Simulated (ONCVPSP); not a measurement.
**An odd input for ONCVPSP 4.0.1 (O)**

Command:

```bash
oncvpsp.x < O.dat > O.out
```

Input:

```
# ATOM AND REFERENCE CONFIGURATION
# atsym  z   nc   nv     iexc    psfile
  O 8.00    1    2        4      upf
#
#   n    l    f
    1    0    2.00
    2    0    2.00
    2    1    4.00
#
# PSEUDOPOTENTIAL AND OPTIMIZATION
# lmax
    2
#
#   l,   rc,      ep,       ncon, nbas, qcut
    0    5.90    0.00    4    7    9.70
    1    1.75    0.00    5    9    6.80
    2    1.80    0.38    3    7    6.30
#
# LOCAL POTENTIAL
# lloc, lpopt,  rc(5),   dvloc0
    4    5    0.50    6.00
#
# VANDERBILT-KLEINMAN-BYLANDER PROJECTORs
# l, nproj, debl
    0    2    2.60
    1    3    1.30
    2    3    2.20
#
# MODEL CORE CHARGE
# icmod, fcfact, rcfact
    0    0.00    0.00
#
# LOG DERIVATIVE ANALYSIS
# epsh1, epsh2, depsh
   -2.00    5.00    0.02
#
# OUTPUT GRID
# rlmax, drl
    6.00    0.01
#
# TEST CONFIGURATIONS
# ncnf
    4
# nvcnf
#   n    l    f
    2
    2    0    2.00
    2    1    3.00
#
    2
    2    0    2.00
    2    1    2.00
#
    2
    2    0    2.00
    2    1    1.00
#
    2
    2    0    0.00
    2    1    6.00
#
```

This is an input that runs to its end, with one change: rc of l = 0 set to 5.90 bohr.

Problem. How does the run end?

Solution. The program runs through. Ghost flags: GHOST(+) s at 3.1 eV, GHOST(+) s at 151.0 eV; the largest excitation error among the 1 tests with output is 278 meV, against 1630 meV for the unchanged input. Messages: WARNING no output for configuration 3; WARNING no output for configuration 4; WARNING no output for configuration 5.

```

psatom: WARNING lschvkbb convergence error n,l,iter=   1   0   1
ea(ii),et,emin,emax -2.921215E+00 -3.213336E+00 -3.213336E+00 -3.213336E+00
run_config: WARNING for fully non-local PS atom, stg. 2
 WARNING no output for configuration 4

Test configuration 4

psatom: WARNING lschvkbb convergence error n,l,iter=   2   1   1
ea(ii),et,emin,emax -3.618149E-01 -3.256334E-01 -3.256334E-01 -3.256334E-01
run_config: WARNING for fully non-local PS atom, stg. 2
 WARNING no output for configuration 5
```
